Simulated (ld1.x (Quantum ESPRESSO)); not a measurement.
## cobalt (Co): one change to a PAW potential, before and after

Co (Z = 27), PAW, made with ld1.x (Quantum ESPRESSO) 7.5 (BLYP, scalar-relativistic). Core [Ar], reference 3d7 4s2 4p0. Waves: 4s (bound): rcut 2.10, rcutus 2.35 bohr; 4s channel at 1.2 Ry: rcut 2.10, rcutus 2.35 bohr; 4p (bound, empty): rcut 2.15, rcutus 2.75 bohr; 4p channel at 0.2 Ry: rcut 2.15, rcutus 2.75 bohr; 3d (bound): rcut 1.25, rcutus 1.40 bohr; 3d channel at 1.75 Ry: rcut 1.25, rcutus 1.40 bohr. Local part: all-electron potential smoothed inside 1.85 bohr (lloc = -1). Core correction: a·sin(br)/r model core, default radius (ld1.x builds one for every PAW set, though the input has nlcc=.false.). Augmentation charge: PSQ, radius 1.05 bohr.

Change: all radii but the core radius scaled by about 1.40 (s 3.28, p 3.84, d 1.96 bohr, rcut 2.92/3.00/1.74); local potential all-electron potential smoothed inside 2.58 bohr (lloc = -1); augmentation PSQ, radius 1.46 bohr.

Cutoffs: the cutoffs (Ry, on a coarse ladder) from which the occupation-weighted sum of valence levels, in a spherical-Bessel basis at the reference potential, stays within 10 and 1 mRy of its value at 400 Ry; they do not see the model core or the augmentation charge, which bear on the density cutoff. Errors are all-electron minus pseudo energies relative to the spin-unpolarised reference configuration.

Problem. What does the change do?

Solution. The potential gets softer (55 Ry and 90 Ry → 30 Ry and 45 Ry); of the 7 tests that both files solve, the error grows in 0 and shrinks in 3 by more than 15 % and 0.3 meV (median size 18.9 → 3.9 meV); neither file shows a bound ghost. A larger radius leaves more room for a smooth pseudo-wave, so fewer plane waves are needed. That the errors move this way runs against the usual rule that smaller radii transfer better.

```tsv
quantity	base	changed
cutoff, loose	55 Ry	30 Ry
cutoff, tight	90 Ry	45 Ry
loose cutoff by channel (10 mRy a level)	s 6 Ry, d 45 Ry	s 6 Ry, d 21 Ry
bound ghosts	none	none
error for 3d7 4s1 4p0, meV [ΔE 9.04 eV]	+3.0	-1.5
error for 3d7 4s0 4p0, meV [ΔE 26.02 eV]	+23	-3.9
error for 3d6 4s0 4p0, meV [ΔE 61.89 eV]	-255	-264
error for 3d7.5 4s1.5 4p0, meV [ΔE -0.94 eV]	-19	-20
error for 3d5 4s0 4p0, meV [ΔE 117.22 eV]	-1503	-1577
error for 3d7 4s0 4p1, meV [ΔE 14.44 eV]	+7.7	-1.8
error for 3d7 4s1 4p1, meV [ΔE 4.37 eV]	+0.9	-0.9
lowest overlap eigenvalue by channel	s 0.38, p 0.62, d 0.56	s 0.52, p 0.83, d 0.88
```
